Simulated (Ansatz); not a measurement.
Geometry optimisation, RKS PBE0/def2-SVP in Ansatz.

Input file:

```yaml
crystal:
  periodic: [false, false, false]
  atoms:
    - { symbol: O, position_ang: [-0.87824, 0.30023, -0.99262] }
    - { symbol: Ge, position_ang: [0.17142, 0.2739, 0.47355] }
    - { symbol: C, position_ang: [1.3371, -1.11036, 0.95749] }
    - { symbol: Si, position_ang: [0.96224, -2.1698, -0.44617] }
    - { symbol: H, position_ang: [-1.43621, 1.05397, -1.15838] }
    - { symbol: H, position_ang: [-0.15631, 1.65207, 1.16612] }
basis:
  gaussian: { orbitals: def2-SVP }
hamiltonian:
  xc: pbe0
relax:
  f_tol: 0.015
  max_steps: 40
```

Command:

```bash
$ ansatz run input.yaml --threads 1 --pin off --max-ram 2048MiB --backend cpu --events-out ev --progress --plain --runs-dir out
```

Q: Where does it end, and by what steps?

A: It converged. After 10 steps the energy has fallen by 0.637 eV; Si4 moved furthest, 1.26 Å. Parted: Ge2–Si4.

| step | energy less start (eV) | largest force component (eV/Å) | accepted |
| --- | --- | --- | --- |
| 0 | 0.0000 | 2.120 | yes |
| 1 | -0.2176 | 1.625 | yes |
| 2 | -0.3682 | 0.928 | yes |
| 3 | -0.4351 | 0.621 | yes |
| 4 | -0.4757 | 1.217 | yes |
| 5 | -0.5570 | 0.486 | yes |
| 6 | -0.5817 | 0.705 | yes |
| 7 | -0.6266 | 0.129 | yes |
| 8 | -0.6271 | 0.144 | yes |
| 9 | -0.6366 | 0.052 | yes |
| 10 | -0.6370 | 0.009 | yes |

```xyz
6
Properties=species:S:1:pos:R:3
O -1.132 0.664 -1.074
Ge -0.004 0.262 0.219
C 0.901 -1.242 0.245
Si 1.805 -2.644 0.357
H -1.558 1.522 -0.958
H -0.012 1.436 1.211
```

The run took 46 s on 1 thread of Arm Neoverse V1, with other jobs on the host, peak memory 0.18 GiB.
